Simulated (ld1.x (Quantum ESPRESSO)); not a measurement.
gold (Au) TM semilocal: all-electron and pseudo phase curves

| Item | Value |
| --- | --- |
| Element | Au |
| Generator | ld1.x (Quantum ESPRESSO) 7.5 |
| Type | norm-conserving Troullier–Martins (semilocal form) |
| Functional | PBE |
| Relativity | scalar-relativistic |
| Frozen core | [Xe] 4f14 |
| Valence charge | 11 |
| Reference configuration | 5d10 6s0 6p0 (charge +1) |
| Partial waves | 6s (bound, empty): rc 1.95 bohr; 5d (bound): rc 1.42 bohr; 6p (bound, empty): rc 2.20 bohr |
| Local potential | the p channel |
| Core correction | a·sin(br)/r model core inside 0.90 bohr |

The phase is arctan(r·u′/u) with u = r·R(r), unwrapped; energies in Ry, scanned from -3 to 5 Ry. A pole is an energy at which the radial function vanishes at the test radius. The pseudo phase is shifted by a multiple of π to meet the all-electron one at the reference energy, and phase errors are pseudo minus all-electron; the curves can meet again beyond the range given. Levels narrower than the energy grid can be missing from the lists of poles.

Task: For each channel, where are the poles, and over which energies does the pseudopotential scatter like the atom?

Result:

| channel | radius (bohr) | reference energy (Ry) | poles, all-electron | poles, pseudo | unbroken range about the reference energy with phases within 0.05 rad | phase error 1 Ry above the reference energy (rad) |
| --- | --- | --- | --- | --- | --- | --- |
| s | 2.40 | -0.97 | 1.79 | 1.47 | below 2.2 | -0.010 |
| p | 2.40 | -0.49 | 3.84 | 1.98 | below 0.1 | -0.121 |
| d | 2.40 | -1.13 | -0.62 | -0.62 | the whole range | -0.000 |

Phases in the s channel:

```tsv
E (Ry)	all-electron	pseudo
-3.00	1.204	1.199
-2.52	1.125	1.120
-2.04	0.984	0.978
-1.56	0.678	0.673
-1.08	-0.054	-0.054
-0.60	-0.862	-0.865
-0.12	-1.218	-1.226
0.36	-1.379	-1.391
0.84	-1.468	-1.486
1.32	-1.528	-1.553
1.80	-1.571	-1.608
2.28	-1.607	-1.663
2.76	-1.640	-1.730
3.24	-1.671	-1.843
3.72	-1.705	-2.154
4.20	-1.743	-3.617
4.68	-1.792	-4.384
```
